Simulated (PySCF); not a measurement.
The same groups moved round the core (butadiene chloro+silyl). Isolated molecules, 0 K electronic values unless said otherwise. One relaxed conformer stands for each flexible species; it need not be the lowest. Strings in code marks are SMILES.

The S1 excitation (TDA) from two functionals at the same geometries (CAM-B3LYP-D3(BJ)/def2-TZVP), both in PySCF: PBE-D3(BJ)/def2-TZVP and TPSSh-D3(BJ)/def2-TZVP. Excitations are Tamm–Dancoff values on a coarser integration grid. The basis has no diffuse functions, so Rydberg states are missing or too high.

```json
[
 {"species": "`C=C/C([SiH3])=C/Cl` (C–C–C–Si torsion 0°)", "TPSSh-D3(BJ)/def2-TZVP (eV)": "5.64"},
 {"species": "`C(/Cl)=C(\\[SiH3])C=C` (C–C–C–Si torsion 0°)", "TPSSh-D3(BJ)/def2-TZVP (eV)": "5.61"},
 {"species": "`C(=C/Cl)/C=C/[SiH3]` (C–C–C–C torsion 180°)", "TPSSh-D3(BJ)/def2-TZVP (eV)": "5.36"},
 {"species": "`Cl/C=C\\C=C/[SiH3]` (C–C–C–C torsion 180°)", "TPSSh-D3(BJ)/def2-TZVP (eV)": "5.23"}
]
```

Question: What does PBE-D3(BJ)/def2-TZVP give for each?

Answer: 
- `C=C/C([SiH3])=C/Cl` (C–C–C–Si torsion 0°): 5.39
- `C(/Cl)=C(\[SiH3])C=C` (C–C–C–Si torsion 0°): 5.29
- `C(=C/Cl)/C=C/[SiH3]` (C–C–C–C torsion 180°): 5.07
- `Cl/C=C\C=C/[SiH3]` (C–C–C–C torsion 180°): 4.93
Over these rows, drawn at random from the members with no instability flagged (it was tested for open shells, ions and some series alone), PBE minus TPSSh-D3(BJ): mean -0.29 eV, from -0.32 eV to -0.25 eV.
